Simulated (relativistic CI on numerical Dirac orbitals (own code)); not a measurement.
## How well does a small relativistic CI reproduce Ne IV?

Method of calculation: Dirac-Coulomb-Breit CI, KLI orbitals optimised for each configuration, model QED, valence Slater integrals scaled by 0.85, P86 correlation estimate, and configurations built on the next ion tied to the tabulated ionisation energy (semi-empirical) (own radial code, finite nucleus).

Configuration list (outside the closed core 1s2): 2s²2p³, 2s²2p²3s, 2s²2p²3p, 2s²2p²3d, 2s²2p²4s, 2s2p⁴, 2p⁵, 2p⁴3s, 2s²2p²4p, 2s2p³3s, 2s²2p²4d, 2s²2p²4f, 2p⁴3p, 2s²2p3s², 2s2p³3p, 2p⁴3d, 2s²2p3s3p, 2s2p³3d, 2s²2p3p², 2s²2p3s3d, 2s²2p3p3d, 2s2p³4s, 2s2p³4p, 2s²2p3d². Levels of other configurations are missing.

| Configuration | Term (tabulated) | J | Measured (cm⁻¹) | Computed | Error | Purity (%) |
| --- | --- | --- | --- | --- | --- | --- |
| 2s²2p³ | 4S° | 3/2 | 0.0 | 0 | 0 | 100 |
| 2s2p⁴ | 4P | 5/2 | 183860.0 | 189359 | 5499 | 99 |
| 2s2p⁴ | 4P | 3/2 | 184477.0 | 189968 | 5491 | 99 |
| 2s2p⁴ | 4P | 1/2 | 184799.0 | 190289 | 5490 | 99 |
| 2s²2p²3s | 4P | 1/2 | 478701.0 | 474465 | -4236 | 98 |
| 2s²2p²3s | 4P | 3/2 | 479079.0 | 474846 | -4233 | 98 |
| 2s²2p²3s | 4P | 5/2 | 479651.0 | 475419 | -4232 | 98 |
| 2s²2p²3p | 4P° | 3/2 | 524676.0 | 521302 | -3374 | 97 |
| 2s²2p²3p | 4P° | 5/2 | 525017.0 | 521648 | -3369 | 97 |
| 2s²2p²3p | 4S° | 3/2 | 532978.0 | 529924 | -3054 | 93 |
| 2s²2p²3d | 4P | 5/2 | 579307.0 | 575777 | -3530 | 95 |
| 2s²2p²3d | 4P | 3/2 | 579626.0 | 576055 | -3571 | 96 |
| 2s²2p²3d | 4P | 1/2 | 579737.0 | 576201 | -3536 | 97 |
| 2s²2p²4s | 4P | 1/2 | 633465.0 | 634185 | 720 | 94 |
| 2s²2p²4s | 4P | 3/2 | 633790.0 | 634549 | 759 | 95 |
| 2s²2p²4s | 4P | 5/2 | 634413.0 | 635131 | 718 | 96 |
| 2s²2p²4p | 4D° | 1/2 | 641908.0 | 648526 | 6618 | 83 |
| 2s²2p²4p | 4D° | 3/2 | 642184.0 | 648685 | 6501 | 82 |
| 2s²2p²4p | 4D° | 5/2 | 642472.0 | 648952 | 6480 | 82 |
| 2s²2p²4p | 4D° | 7/2 | 642934.0 | 649328 | 6394 | 81 |
| 2s²2p²4p | 4P° † | 1/2 | 643239.0 | 651208 | 7969 | 96 |
| 2s²2p²4p | 4P° † | 3/2 | 643672.0 | 651337 | 7665 | 97 |
| 2s²2p²4p | 4P° | 5/2 | 643975.0 | 651680 | 7705 | 97 |
| 2s²2p²4d | 4P † | 5/2 | 671402.0 | 671522 | 120 | 94 |
| 2s²2p²4d | 4P † | 3/2 | 672102.0 | 671801 | -301 | 97 |

Measured levels from Moore, Atomic Energy Levels, vol. I, NSRDS-NBS 35 (1971 reprint of NBS Circular 467, 1949); pairs were made by configuration, J and term (by order where the table uses no LS term), so strongly mixed levels may be paired wrongly. The analysis dates from before 1960.

Mean error by configuration (cm⁻¹): 2s2p⁴ 5493; 2s²2p²3s -4234; 2s²2p²3p -3266; 2s²2p²3d -3546; 2s²2p²4s 733; 2s²2p²4p 6740. Over the excited levels the mean absolute error is 4276 cm⁻¹ (24 of the 27 excited levels that our extract of the source holds in range could be paired, and the others can miss by more), and the median relative error of those above 1,000 cm⁻¹ is 0.88 %. Some levels of the ground configuration have no partner. † marks terms whose computed intervals miss the measured ones by more than a factor of 2.5, or configurations far off the rest, from wrong mixing, a near crossing or a doubtful label or measurement; they are left out of the means.
